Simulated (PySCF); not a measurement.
Predicted microwave data (PBE0/pcSseg-1 in PySCF (dipole) on a GFN2-xTB geometry, gas phase) for one isomer of C6H3N:

| Property | Result |
| --- | --- |
| Rotational constants | A = 159166, B = 788.6, C = 788.6 MHz |
| Dipole components | \|μa\| = 6.51 D, \|μb\| = 0.00 D, \|μc\| = 0.00 D |
| Inertial defect | -3.17 u·Å² |
| κ | -1.00 |

Question: Which structure is it? (One computed conformer of each.)
A. `C#CC1(C#N)C=C1`
B. `C#C[C@@H]1C=C1C#N`
C. `CC#CC#CC#N`
D. `C#CC=C=CC#N`

Answer: C. It is CC#CC#CC#N, a prolate symmetric top, point group C3v. The candidates at the same level (rigid rotor, commonest isotopes):

| SMILES | A (MHz) | B (MHz) | C (MHz) | μa (D) | μb (D) | μc (D) | Δ (u·Å²) | point group | rotor |
| --- | --- | --- | --- | --- | --- | --- | --- | --- | --- |
| C#C[C@@H]1C=C1C#N | 6128 | 1695 | 1408 | 2.73 | 2.47 | 0.28 | -21.73 | C1 | asymmetric top |
| C#CC=C=CC#N | 9136 | 1162 | 1091 | 3.29 | 2.13 | 0.87 | -26.81 | C1 | near-prolate asymmetric top |
| C#CC1(C#N)C=C1 | 3786 | 2755 | 1763 | 2.77 | 3.49 | 0.00 | -30.30 | Cs | asymmetric top |
| CC#CC#CC#N | 159166 | 788.6 | 788.6 | 6.51 | 0.00 | 0.00 | -3.17 | C3v | prolate symmetric top |

`C#CC=C=CC#N` has A 94 % too low; `C#C[C@@H]1C=C1C#N` has B 115 % too high; `C#CC1(C#N)C=C1` has B 249 % too high. In the right answer the symmetry axis of this C3v structure is a, so μb and μc vanish by symmetry. No structure here is proved a minimum.
